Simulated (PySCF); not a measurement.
LaN from Hartree–Fock to correlated methods

State: singlet, about 0.2 electrons in the 4f shell (Mulliken). Set-up: PySCF, spin-free X2C with a Gaussian nucleus, basis sets La x2c-SVPall, N x2c-SVPall. De refers to La (5d1 6s2) + N in their high-spin ground configurations, without counterpoise correction. A positive dipole means La(−)N(+).

```csv
Level,Re (Å),ωe (cm⁻¹),De (eV),μ (D),"CPU s a point (SCF and correlation, without the integrals)"
RHF,1.781,987,n/a,-8.53,0.46
RHF-MP2,1.888,742,n/a,n/a,0.73
RHF-SCS-MP2,1.878,764,n/a,n/a,n/a
RHF-CCSD,1.824,896,n/a,n/a,n/a
RHF-CCSD(T),1.843,847,n/a,n/a,11
PBE,1.820,879,n/a,-6.83,3.6
PBEsol,1.812,894,n/a,-6.78,2.9
BP86,1.826,868,n/a,-6.80,3.1
r²SCAN,1.814,890,n/a,-6.98,5.4
PBE0,1.798,930,n/a,-7.30,5.6
```

**Question.** What does a quarter of exact exchange do here, going from PBE to PBE0?

**Answer.** PBE0 less PBE: -2.2 pm in Re, +5.8 % in ωe. Exact exchange removes part of the self-interaction that spreads semilocal densities, and in most molecules shortens and stiffens the bond and lowers De; so it does here.

**Question.** What does the triples do here, going from RHF-CCSD to RHF-CCSD(T)?

**Answer.** RHF-CCSD(T) less RHF-CCSD: +1.9 pm in Re, -5.5 % in ωe. Correlation nearly always deepens the well. The bond lengthens, as in strong covalent bonds, where excitations into antibonding orbitals dominate.

**Question.** What does all correlation do here, going from RHF to RHF-CCSD(T)?

**Answer.** RHF-CCSD(T) less RHF: +6.2 pm in Re, -14.2 % in ωe. Correlation nearly always deepens the well. The bond lengthens, as in strong covalent bonds, where excitations into antibonding orbitals dominate.

Correlated steps freeze 19 core orbitals. These are scalar-relativistic numbers at best; spin–orbit coupling would shift them, the dissociation energy most. The CCSD T1 diagnostic is raised, a sign that a single reference may not be enough here.

The whole job (state search and all levels along the bond) took about 5 min on 2 threads of Arm Neoverse V1 (shared host), peak memory 1.8 GiB.
